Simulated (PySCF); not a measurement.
A geometry optimisation on 4'-methylacetophenone, `CC(=O)c1ccc(C)cc1`.

Computed with PBE0-D3(BJ)/def2-SVP geometry optimisation, gas phase (PySCF 2.14.0). Start geometry: GFN2-xTB. A driver script takes a list of jobs; this job's settings line and coordinates (Å) are shown.

Input:
```
{"job": {"xc": "PBE0", "basis": "def2-SVP", "d3": "d3bj", "grid": 2, "kind": "geom"}, "charge": 0, "multiplicity": 1}
C      3.323029     0.455416    -0.274862
C      2.369547    -0.642215     0.135654
O      2.773683    -1.711905     0.537025
C      0.918697    -0.353893     0.027744
C      0.024859    -1.354036     0.415055
C     -1.337289    -1.153062     0.345932
C     -1.853127     0.054622    -0.112914
C     -3.331347     0.268011    -0.209563
C     -0.963119     1.050672    -0.501741
C      0.402581     0.856113    -0.434534
H      3.154729     1.343596     0.330472
H      3.170560     0.710817    -1.321490
H      4.344967     0.112110    -0.133767
H      0.429841    -2.288830     0.772748
H     -2.013446    -1.938626     0.651113
H     -3.584583     1.317785    -0.080391
H     -3.686841    -0.045571    -1.191955
H     -3.857570    -0.318628     0.539647
H     -1.349642     1.993982    -0.861462
H      1.059323     1.654320    -0.744231
```

Output:
```
step   0  E = -423.42699921  max force = 0.009541
step   1  E = -423.42872181  max force = 0.002001
step   2  E = -423.42873273  max force = 0.000705
step   3  E = -423.42873833  max force = 0.000931
step   4  E = -423.42874155  max force = 0.000292
optimisation converged
```

Energies in Eh; «max force» is the largest Cartesian gradient component in Eh/bohr.

Q: Give the first gradient maximum in eV/Å.

A: With 1 Eh/bohr = 51.422 eV/Å, 0.491 eV/Å.

Q: How much energy does the optimisation release, in kcal/mol?

A: E(step 0) − E(last step) = 0.001742 Eh, which is 1.1 kcal/mol.

Main results: final energy -423.42874 Eh after 4 steps; dipole 3.36 D.

Q: Give the final coordinates.

A: 0.030 Å rms from the input after alignment:
```
atom  x, y, z in Å
C1     3.4458    0.4728   -0.3929
C2     2.4826   -0.6096    0.0297
O3     2.8852   -1.6755    0.4432
C4     1.0160   -0.3376   -0.0741
C5     0.1266   -1.3469    0.3159
C6    -1.2451   -1.1495    0.2437
C7    -1.7764    0.0617   -0.2221
C8    -3.2585    0.2627   -0.3311
C9    -0.8833    1.0686   -0.6071
C10    0.4927    0.8753   -0.5369
H11    3.2990    1.3849    0.2061
H12    3.2915    0.7460   -1.4482
H13    4.4699    0.1063   -0.2556
H14    0.5494   -2.2861    0.6790
H15   -1.9244   -1.9475    0.5562
H16   -3.5335    1.3205   -0.2106
H17   -3.6231   -0.0595   -1.3211
H18   -3.8020   -0.3245    0.4229
H19   -1.2752    2.0238   -0.9669
H20    1.1590    1.6840   -0.8442
```

Q: Estimate the wall time. Hardware: Arm Neoverse V1, one thread, shared host. And the peak memory of the process?

A: About 1.7 min, with 0.87 GiB resident at the peak, the Python interpreter and its libraries included.
Labels such as C1 count atoms from 1, the log's own numbers from 0.
